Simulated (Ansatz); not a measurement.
Te2Pb⁺. Total charge 1; doublet. Geometry PBE0-D4/def2-SVP; atoms count from 1.

```xyz
3

Pb    0.9905    0.1476   -1.4089
Te   -1.5968    0.0312   -0.0589
Te    0.6063   -0.1789    1.4678
```

In the def2 sets Pb, Te take a core potential; there is no spin–orbit coupling. The structure comes from a short search, and lower isomers may exist.

Estimate the Mulliken populations from the PBE0/def2-TZVP orbitals of Ansatz.


| atom | charge (e) | spin (α − β) |
| --- | --- | --- |
| Pb1 | 0.73 | -0.12 |
| Te2 | 0.14 | 0.56 |
| Te3 | 0.14 | 0.56 |
Mulliken values and Mayer orders depend strongly on the basis.

Where does the spin sit?

Summed by element: Pb -0.12, Te 1.12, of 1 unpaired in all. Largest on single atoms: Te3 0.56, Te2 0.56, Pb1 -0.12.

And the Mayer bond orders between bonded heavy atoms (over 0.3)?

Pb1–Te2 0.96 (2.92 Å); Pb1–Te3 0.96 (2.92 Å); Te2–Te3 1.46 (2.69 Å).
